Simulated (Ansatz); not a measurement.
`[NH2][Ti]([NH2])([OH])[OH]`, one more setting.

```yaml
crystal:
  periodic: [false, false, false]
  atoms:
    - {symbol: N, position_ang: [-1.332189, 1.177940, 0.188127]}
    - {symbol: Ti, position_ang: [0.243165, 0.026678, -0.158754]}
    - {symbol: N, position_ang: [0.229791, -1.421326, 1.191380]}
    - {symbol: O, position_ang: [1.784709, 1.128469, -0.037953]}
    - {symbol: O, position_ang: [0.093309, -0.809468, -1.855409]}
    - {symbol: H, position_ang: [-1.357070, 2.215121, -0.033571]}
    - {symbol: H, position_ang: [-2.168942, 0.905800, 0.777900]}
    - {symbol: H, position_ang: [0.658223, -1.357631, 2.159523]}
    - {symbol: H, position_ang: [-0.031603, -2.424924, 0.969835]}
    - {symbol: H, position_ang: [2.585602, 1.214178, -0.639110]}
    - {symbol: H, position_ang: [-0.636430, -0.714581, -2.540443]}
basis:
  gaussian: {orbitals: 6-31G, fitting: {mean_field: def2-universal-jkfit}}
total_charge: 1
magnetization: {spin_polarized: true, initial_magnetization: 1}
hamiltonian: {xc: {name: wPBEh}}
output: {forces: true}
```

```sh
$ ansatz run in.yaml --threads 4 --pin off --events-out ev --progress --plain --max-ram 10444MiB
```

It prints (some lines left out):

```
Functional definition: wPBEh
680 factors; integrals over basis functions are off by at most 2.9e-2 eV
680 factors; integrals over basis functions are off by at most 1.9e-7 eV
mean field evaluation 1: about -30236.8003 eV, gradient 8.7e1 eV
mean field evaluation 2: about -29665.7969 eV, gradient 3.4e2 eV
mean field evaluation 4: about -30244.7536 eV, gradient 7.9e1 eV
mean field evaluation 8: about -30267.0437 eV, gradient 2.9e0 eV
mean field evaluation 16: about -30267.0764 eV, gradient 6.5e-3 eV
mean field -30267.07635901 eV, -1112.2945404324 hartree, gradient 7.0e-5 eV, S^2 0.837076; 0 other end points of the search recorded, 0 dependent functions left out
reference -30267.07644920 eV, -1112.2945437467 hartree; 29, 28 occupied and 48, 49 virtual orbitals, 680 factors
Total energy: -30267.07644920 eV, -1112.2945437467 hartree
Atom 0 at    -1.332189     1.177940     0.188127 Å, force    -0.606720     0.765126     0.921355 eV/Å
Atom 1 at     0.243165     0.026678    -0.158754 Å, force     2.286688     0.100840    -2.348615 eV/Å
Atom 2 at     0.229791    -1.421326     1.191380 Å, force     0.257744    -0.597807     0.715117 eV/Å
Atom 3 at     1.784709     1.128469    -0.037953 Å, force    -1.588508    -1.898765    -1.158508 eV/Å
Atom 4 at     0.093309    -0.809468    -1.855409 Å, force    -1.233547     1.777600     2.049625 eV/Å
Atom 5 at    -1.357070     2.215121    -0.033571 Å, force     0.120348    -1.368015     0.441006 eV/Å
Atom 6 at    -2.168942     0.905800     0.777900 Å, force     0.871885     0.255670    -1.196452 eV/Å
Atom 7 at     0.658223    -1.357631     2.159523 Å, force    -0.561166    -0.062062    -1.342215 eV/Å
Atom 8 at    -0.031603    -2.424924     0.969835 Å, force     0.282107     1.374787     0.324520 eV/Å
Atom 9 at     2.585602     1.214178    -0.639110 Å, force    -1.006708     0.053473     0.927440 eV/Å
Atom 10 at    -0.636430    -0.714581    -2.540443 Å, force     1.177877    -0.400847     0.666726 eV/Å
Dipole moment:    -0.647599    -0.056369     0.322558 e Å
```

Run time 2 s (4 threads of an Arm Neoverse V2 on a shared host); peak host memory 0.31 GiB.
